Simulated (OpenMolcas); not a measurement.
An atom or ion with 24 electrons was computed by XMS-CASPT2, IPEA 0.25 Eh, imaginary shift 0.1 Eh with spin-orbit coupling (OpenMolcas, ANO-RCC-VTZP, DKH2). The lowest levels that the run gave, each within 12 % of the measured value where one is at hand:

```csv
J,Parity,E (eV),g
4,even,0.0000,1.500
3,even,0.1061,1.501
2,even,0.1787,1.501
1,even,0.2251,1.501
0,even,0.2478,
2,even,3.385,1.499
6,even,3.532,1.166
5,even,3.581,1.038
4,even,3.609,0.832
1,even,3.693,1.499
4,even,3.777,1.214
0,even,3.814,
```

Which ion is it, and what are the configurations and terms?

Ni4+ (Z = 28, charge +4; active space 6 electrons in 5 orbitals (3d)). J, parity and g give the terms where levels are pure, and mixed ones are named by the computed weights; the size of the splittings, set against known spectra of the 24-electron sequence, gives the charge. In order, with the measured energies in eV (Corliss and Sugar, J. Phys. Chem. Ref. Data 10, 197 (1981)): 3d⁶ ⁵D₄, 3d⁶ ⁵D₃ (0.1103), 3d⁶ ⁵D₂ (0.1847), 3d⁶ ⁵D₁ (0.2320), 3d⁶ ⁵D₀ (0.2551), 3d⁶ ³P₂(1) (3.2426), 3d⁶ ³H₆ (3.3614), 3d⁶ ³H₅ (3.4193), 3d⁶ ³H₄ (3.4541), 3d⁶ ³P₁(1) (3.5580), 3d⁶ ³F₄(1) (3.6109), 3d⁶ ³P₀(1) (3.6749).

CASPT2 breaks the degeneracy within a term, and the mean is taken; among the terms shown or strongly mixed into the levels shown the widest spread is 600 cm-1 (3d⁶ ³F(1)). The CASPT2 spread within a term exceeds the gap to the next term for 3d⁶ ³P(1) and 3d⁶ ³H, so the order of their levels is uncertain. Measured partners are found by configuration, term and J. A level has none where our copy of the source lacks it or the pairing is in doubt (some pairs that miss far off the trend of their configuration count as doubtful), and it then counts in no deviation. Only configurations of the active space appear.

A number in round brackets counts repeated terms of one configuration in the order of the reference energies.
